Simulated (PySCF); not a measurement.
Compound: C5H6F2.
Numbering: `[CH2:1]=[C:2]([F:3])/[C:4]([F:5])=[CH:6]\[CH3:7]` (hydrogens: H8, H9 on C1; H10 on C6; H11, H12, H13 on C7)

Method: PBE0-D3(BJ)/def2-SVP geometry optimisation, gas phase (PySCF 2.14.0); density fitting, grid level 2; the optimiser is geomeTRIC in internal coordinates, started from a GFN2-xTB structure.

Geometry at step 2:
```
atom  x, y, z in Å
C1     -2.2515    1.0355   -0.4400
C2     -1.0592    0.4367   -0.4541
F3     -0.6326   -0.1939   -1.5509
C4     -0.1321    0.3855    0.6784
F5     -0.5721    1.0985    1.7263
C6      1.0481   -0.2369    0.7918
C7      1.7557   -1.0666   -0.2221
H8     -2.6076    1.5092    0.4724
H9     -2.8710    1.0426   -1.3375
H10     1.5300   -0.1106    1.7683
H11     2.7524   -0.6482   -0.4395
H12     1.9278   -2.0784    0.1817
H13     1.2057   -1.1604   -1.1636
```

**Question.** What forces act on the atoms?

**Answer.** 
```
atom  Fx (eV/Å)  Fy (eV/Å)  Fz (eV/Å)
  C1      0.030     -0.020     -0.029
  C2     -0.094      0.004      0.177
  F3     -0.079      0.100     -0.079
  C4      0.149      0.040      0.004
  F5     -0.155     -0.032     -0.041
  C6     -0.028     -0.025     -0.113
  C7      0.068     -0.142      0.062
  H8      0.032      0.076     -0.012
  H9     -0.022     -0.039      0.020
 H10      0.009      0.028     -0.041
 H11     -0.002      0.022      0.018
 H12      0.030     -0.011     -0.021
 H13      0.061     -0.003      0.055
```

The largest, 0.20 eV/Å, acts on C2; the rms over all components is 0.068 eV/Å. The forces sum to zero within rounding, as they must for an isolated molecule in no field.

**Question.** Give the force on C2 in Eh/bohr and in nN.

**Answer.** 0.200 eV/Å ÷ 51.422 = 0.00389 Eh/bohr, and 0.200 eV/Å × 1.602 = 0.32 nN.

**Question.** How far is this geometry from the end of the optimisation?

**Answer.** 0.013 eV above it, and 0.054 Å rms away after alignment. The bonds farthest from their final lengths, with half the difference of the two atoms' forces along the bond (positive lengthens):

```tsv
bond	now (Å)	final (Å)	force along bond (eV/Å)
C4–F5	1.342	1.343	+0.01
```

The angle farthest from its final value is C4–C6–C7, 128.3° against 129.8°.

What follows is the cost of the whole optimisation. On one thread of an Arm Neoverse V2, no GPU (shared host), this took 61 s of wall time and 0.71 GiB of memory at its peak.
